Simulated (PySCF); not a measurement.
# Polarisability and C₆ of I³⁴⁺ (iodine, charge +34)

[Ar] 3d1, 2D determinant. All numbers are calculated (PySCF 2.14, scalar relativity by spin-free X2C-1e, in an uncontracted even-tempered set (18 s from 5.3 bohr⁻², ratio 2.5; 12 p from 6.9 bohr⁻², ratio 2.5; 8 d from 6.9 bohr⁻², ratio 2.5; 4 f from 24 bohr⁻², ratio 2.7; 3 g from 36 bohr⁻², ratio 2.7)). Coupled (time-dependent) response in atomic units; α is the mean over directions.

| method | mean α (bohr³) | α xx, yy, zz | C₆ (like pair) | S(−4) |
| --- | --- | --- | --- | --- |
| PBE0 | 0.01568 | 0.01523, 0.01523, 0.01656 | 0.002266 | 0.0001606 |

S(−4) is the Cauchy moment in α(ω) = α(0) + S(−4) ω² + …

Spin-orbit coupling is absent.

α(iu) at PBE0:

```json
{"u (hartree)": "0", "α(iu) (bohr³)": "0.01567"}
{"u (hartree)": "1.00", "α(iu) (bohr³)": "0.01552"}
{"u (hartree)": "2.00", "α(iu) (bohr³)": "0.01506"}
{"u (hartree)": "4.00", "α(iu) (bohr³)": "0.01353"}
{"u (hartree)": "6.00", "α(iu) (bohr³)": "0.01166"}
{"u (hartree)": "8.00", "α(iu) (bohr³)": "0.009904"}
{"u (hartree)": "10.0", "α(iu) (bohr³)": "0.008432"}
{"u (hartree)": "15.0", "α(iu) (bohr³)": "0.005951"}
{"u (hartree)": "20.0", "α(iu) (bohr³)": "0.004562"}
{"u (hartree)": "30.0", "α(iu) (bohr³)": "0.003130"}
{"u (hartree)": "50.0", "α(iu) (bohr³)": "0.001885"}
```

A single London oscillator, α(iu) = α/(1 + u²/ω²), gives C₆ = (3/4) ω α². Matching the computed C₆ needs ω = 4 × 0.002266 / (3 × 0.01568²) = 12.3 hartree.

For an ion, C₆ is the dispersion term alone; charge-induced terms of lower order in 1/R come first.

The components differ because the open shell of this determinant is not spherical; for a pure term their mean is the scalar polarisability.

Spin-orbit coupling, absent here, splits the open shell strongly.
